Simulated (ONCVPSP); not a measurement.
Logarithmic derivatives: tungsten, ONCV

```
Element                 : W (Z = 74)
Generator               : ONCVPSP 4.0.1
Type                    : optimised norm-conserving Vanderbilt (ONCV)
Functional              : PBE
Relativity              : scalar-relativistic
Frozen core             : [Kr] 4d10 4f14 5s2
Valence charge          : 12
Reference configuration : 5p6 5d4 6s2
Partial waves           : 6s: rc 2.85 bohr, ncon 4, nbas 7, qcut 2.1 1/bohr, 3 projectors, debl 2.4 Ha; 5p: rc 1.40 bohr, ncon 4, nbas 7, qcut 6.9 1/bohr, 2 projectors, debl 0.7 Ha; 5d: rc 2.15 bohr, ncon 4, nbas 9, qcut 6.8 1/bohr, 2 projectors, debl 2.8 Ha; f scattering state at 0.46 Ha: rc 2.70 bohr, ncon 4, nbas 8, qcut 4.8 1/bohr, 2 projectors, debl 2.3 Ha
Local potential         : polynomial inside 1.35 bohr (lpopt 5, dvloc0 0 Ha)
Core correction         : polynomial model core, fcfact 0.6
```

In the p channel the program set the typed energies aside and used -1.588, 0.250 Ha.

The phase is arctan(r·R′/R) of the radial function R(r), unwrapped; energies in Ha, scanned from -3 to 5 Ha. A pole is an energy at which the radial function vanishes at the test radius. The pseudo phase is shifted by a multiple of π to meet the all-electron one at the reference energy, and phase errors are pseudo minus all-electron; the curves can meet again beyond the range given. Levels narrower than the energy grid can be missing from the lists of poles. Where the grid stepped over a known ghost or core level, its pole and its step of π were put in at the level’s energy. n/a: not evaluated, since a narrow level or a reset projector energy made the automatic matching unsafe.

```
channel  radius (bohr)  reference energy (Ha)  poles, all-electron      poles, pseudo  unbroken range about the reference energy with phases within 0.05 rad  phase error 1 Ha above the reference energy (rad)
      s           2.90                  -0.21           0.64, 4.38  -0.39, 0.64, 4.38                                                                    n/a                                                n/a
      p           1.42                  -1.59                 0.71               0.71                                                        the whole range                                             -0.000
      d           2.19                  -0.16                 0.51               0.51                                                        the whole range                                             -0.000
      f           2.75                   0.46    -1.21, 1.75, 4.88         1.75, 4.97                                                             above -1.2                                             +0.001
```

Note: ghosts flagged at negative energy: s at -10.5 eV; GHOST(+) flags only above 600 eV. A true bound ghost makes a file unfit for plane-wave use.

Phases in the s channel:

| E (Ha) | all-electron | pseudo |
| --- | --- | --- |
| -2.98 | 1.373 | 1.390 |
| -2.76 | -1.753 | 1.380 |
| -2.54 | -1.770 | 1.368 |
| -2.32 | -1.786 | 1.354 |
| -2.10 | -1.804 | 1.336 |
| -1.88 | -1.826 | 1.314 |
| -1.66 | -1.855 | 1.285 |
| -1.44 | -1.896 | 1.245 |
| -1.22 | -1.955 | 1.185 |
| -1.00 | -2.054 | 1.086 |
| -0.78 | -2.246 | 0.893 |
| -0.56 | -2.720 | 0.419 |
| -0.34 | -3.667 | -3.667 |
| -0.12 | -4.254 | -4.254 |
| 0.10 | -4.488 | -4.488 |
| 0.32 | -4.607 | -4.607 |
| 0.54 | -4.684 | -4.684 |
| 0.76 | -4.743 | -4.744 |
| 0.98 | -4.798 | -4.798 |
| 1.20 | -4.857 | -4.857 |
| 1.42 | -4.933 | -4.934 |
| 1.64 | -5.057 | -5.057 |
| 1.86 | -5.321 | -5.321 |
| 2.08 | -6.086 | -6.086 |
| 2.30 | -7.082 | -7.082 |
| 2.52 | -7.448 | -7.448 |
| 2.74 | -7.596 | -7.596 |
| 2.96 | -7.674 | -7.675 |
| 3.18 | -7.724 | -7.724 |
| 3.40 | -7.760 | -7.760 |
| 3.62 | -7.787 | -7.787 |
| 3.84 | -7.810 | -7.810 |
| 4.06 | -7.829 | -7.829 |
| 4.28 | -7.847 | -7.847 |
| 4.50 | -7.863 | -7.863 |
| 4.72 | -7.880 | -7.880 |
| 4.94 | -7.897 | -7.897 |
